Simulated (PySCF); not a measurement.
# `C[C@@H]1CCO[SiH2][SiH2]1`, C₄H₁₂OSi₂

Molfile (atoms numbered from 1):
```
C4H12OSi2
     RDKit          3D

 19 19  0  0  0  0  0  0  0  0999 V2000
   -2.3049   -0.4631   -0.2495 C   0  0  0  0  0  0  0  0  0  0  0  0
   -0.8606   -0.3038    0.2191 C   0  0  2  0  0  0  0  0  0  0  0  0
   -0.4265    1.1610    0.0891 C   0  0  0  0  0  0  0  0  0  0  0  0
    0.8809    1.4983    0.8088 C   0  0  0  0  0  0  0  0  0  0  0  0
    2.0251    1.0110    0.1711 O   0  0  0  0  0  0  0  0  0  0  0  0
    2.3871   -0.5422   -0.1601 Si  0  0  0  0  0  4  0  0  0  0  0  0
    0.3514   -1.4673   -0.7212 Si  0  0  0  0  0  4  0  0  0  0  0  0
   -2.9799    0.1579    0.3399 H   0  0  0  0  0  0  0  0  0  0  0  0
   -2.6236   -1.4987   -0.1555 H   0  0  0  0  0  0  0  0  0  0  0  0
   -2.4006   -0.1720   -1.2933 H   0  0  0  0  0  0  0  0  0  0  0  0
   -0.8312   -0.5598    1.2859 H   0  0  0  0  0  0  0  0  0  0  0  0
   -1.2032    1.8056    0.5127 H   0  0  0  0  0  0  0  0  0  0  0  0
   -0.3188    1.4246   -0.9661 H   0  0  0  0  0  0  0  0  0  0  0  0
    0.9985    2.5871    0.8543 H   0  0  0  0  0  0  0  0  0  0  0  0
    0.8405    1.1187    1.8386 H   0  0  0  0  0  0  0  0  0  0  0  0
    3.4109   -0.3329   -1.1766 H   0  0  0  0  0  0  0  0  0  0  0  0
    3.0015   -1.1691    1.0247 H   0  0  0  0  0  0  0  0  0  0  0  0
    0.0614   -2.8406   -0.2833 H   0  0  0  0  0  0  0  0  0  0  0  0
   -0.0179   -1.4055   -2.1457 H   0  0  0  0  0  0  0  0  0  0  0  0
  1  2  1  0
  2  3  1  0
  3  4  1  0
  4  5  1  0
  5  6  1  0
  6  7  1  0
  7  2  1  0
  1  8  1  0
  1  9  1  0
  1 10  1  0
  2 11  1  1
  3 12  1  0
  3 13  1  0
  4 14  1  0
  4 15  1  0
  6 16  1  0
  6 17  1  0
  7 18  1  0
  7 19  1  0
M  END
```

Method used: GIAO HF/pcSseg-1 magnetisability, rotational g tensor and spin-rotation constants, non-relativistic, gas phase in PySCF 2.14.0. Geometry: GFN2-xTB.

Question: Give the nuclear spin-rotation constants along the inertial axes (H = +C I·J) beside the isotropic shieldings.

Answer: Rotational constants 2.6113, 1.4970, 1.0178 GHz. A star marks the isotopologue with that one atom substituted, in its own axes.
| atom | isotope | Caa (kHz) | Cbb (kHz) | Ccc (kHz) | mean (kHz) | σ (ppm) |
| --- | --- | --- | --- | --- | --- | --- |
| H8 | 1H | -0.192 | -0.029 | -0.108 | -0.110 | 30.8 |
| H9 | 1H | -0.216 | -0.041 | -0.090 | -0.116 | 30.8 |
| H10 | 1H | -0.275 | -0.175 | 0.017 | -0.144 | 31.1 |
| H11 | 1H | -0.301 | -0.165 | 0.009 | -0.152 | 31.7 |
| H12 | 1H | -0.152 | -0.036 | -0.121 | -0.103 | 30.8 |
| H13 | 1H | -0.299 | -0.168 | 0.027 | -0.147 | 30.8 |
| H14 | 1H | -0.262 | 0.048 | -0.083 | -0.099 | 28.1 |
| H15 | 1H | -0.302 | -0.148 | 0.051 | -0.133 | 28.8 |
| H16 | 1H | -0.049 | -0.144 | -0.020 | -0.071 | 27.5 |
| H17 | 1H | -0.166 | -0.144 | 0.026 | -0.095 | 27.4 |
| H18 | 1H | -0.206 | -0.042 | -0.056 | -0.101 | 28.8 |
| H19 | 1H | -0.216 | -0.132 | 0.008 | -0.114 | 28.8 |
| C1 | 13C* | 0.318 | 0.208 | 0.155 | 0.227 | 170.2 |
| C2 | 13C* | 0.370 | 0.214 | 0.102 | 0.228 | 177.6 |
| C3 | 13C* | 0.385 | 0.253 | 0.170 | 0.270 | 155.5 |
| C4 | 13C* | 0.474 | 0.302 | 0.208 | 0.328 | 131.4 |
| O5 | 17O* | -0.072 | -0.153 | 0.008 | -0.072 | 347.1 |
| Si6 | 29Si* | -1.507 | -0.694 | -0.602 | -0.935 | 421.3 |
| Si7 | 29Si* | -1.323 | -0.756 | -0.509 | -0.863 | 455.5 |

For the geometry as given, no vibrational averaging.

Question: How do the rotational constants and the g tensor change when H8, H9, H10, H11, H12, H13, H14, H15, H16, H17, H18, H19 are replaced by deuterium?

Answer: Constants 2.1293, 1.2561, 0.8726 GHz; g -0.0218, -0.0138, -0.0131, against -0.0268, -0.0163, -0.0152 before.
